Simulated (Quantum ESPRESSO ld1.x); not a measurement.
Results of a calculation; reference values are marked as such.
One sound ld1.x (Quantum ESPRESSO 7.5) input for neutral rhenium gives E = -16682.723 hartree in 28 iterations:

```
 &input
    zed=75.0,
    iswitch=1,
    rel=1,
    lsd=1,
    dft='PW',
    config='[Xe] 4f14 5d5 6s2',
    verbosity='high',
    prefix='ld1',
    max_out_wfc=37,
    file_charge='ld1.rho',
 /
```

Changed or added lines, one case at a time, and what came of them:

- noscf=.true.: refused. The program stops in ld1_readin with "hydrogenic levels available only with lsd=0": noscf gives hydrogenic levels and needs lsd = 0.
- config='[Xe] 4f14 5d5 6s2 6s2': refused. The program stops in occ_spin with "wrong occupations": a shell may stand twice only as spin up and down (lsd = 1) or as its two j (rel = 2, l > 0), within their capacities.
- rmax=1000.0: harmless. The energy moves by less than 1e-5 hartree against the default mesh (-16682.723 hartree).
- rel=4: refused. The program stops in ld1_readin with "wrong rel": rel takes 0, 1 or 2.
- isic=1 latt=1: refused. The program stops in ld1_readin with "isic and latter correction not allowed": the two corrections exclude each other.
- config='[Xe] 4f14 5d5 6s2 8s1': refused. The program stops in el_config with "wrong main quantum number": the config string takes n from 1 to 7 alone.
- config='[Xe] 4f14 5d5 6s2 1s1': refused. The program stops in occ_spin with "wrong occupations": the bracketed core already holds 1s.
